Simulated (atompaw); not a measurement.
# Reading a pseudo-wave (Fe)

Columns: radius, all-electron u(r) and pseudo u(r) of the 3d shell (level -15.96 eV) of iron in the configuration [Ne] 3s2 3p6 3d6 4s1 4p0; PBE, scalar-relativistic, PAW (atompaw) scheme, atompaw 4.2.0.5.

| r (bohr) | all-electron | pseudo |
| --- | --- | --- |
| 0.056 | 0.0172 | 0.0003 |
| 0.112 | 0.0902 | 0.0022 |
| 0.167 | 0.2044 | 0.0071 |
| 0.223 | 0.3393 | 0.0162 |
| 0.279 | 0.4733 | 0.0301 |
| 0.335 | 0.5945 | 0.0492 |
| 0.390 | 0.6954 | 0.0731 |
| 0.446 | 0.7779 | 0.1028 |
| 0.502 | 0.8407 | 0.1377 |
| 0.558 | 0.8850 | 0.1778 |
| 0.613 | 0.9124 | 0.2221 |
| 0.669 | 0.9266 | 0.2716 |
| 0.725 | 0.9294 | 0.3243 |
| 0.781 | 0.9231 | 0.3783 |
| 0.837 | 0.9098 | 0.4313 |
| 0.892 | 0.8916 | 0.4798 |
| 0.948 | 0.8692 | 0.5238 |
| 1.004 | 0.8441 | 0.5612 |
| 1.060 | 0.8171 | 0.5924 |
| 1.115 | 0.7895 | 0.6182 |
| 1.171 | 0.7607 | 0.6402 |
| 1.227 | 0.7317 | 0.6572 |
| 1.283 | 0.7028 | 0.6661 |
| 1.338 | 0.6748 | 0.6627 |
| 1.394 | 0.6469 | 0.6454 |
| 1.450 | 0.6195 | 0.6195 |

(1) How many radial nodes do the two functions have?

(2) Is the pseudo-wave norm-conserving?

Answers

(1) The all-electron 3d function has n − l − 1 = 0; the pseudo-wave has 0.

(2) No, it belongs to a PAW set: the norm inside the radius is not constrained, and the difference is carried by the augmentation charge.
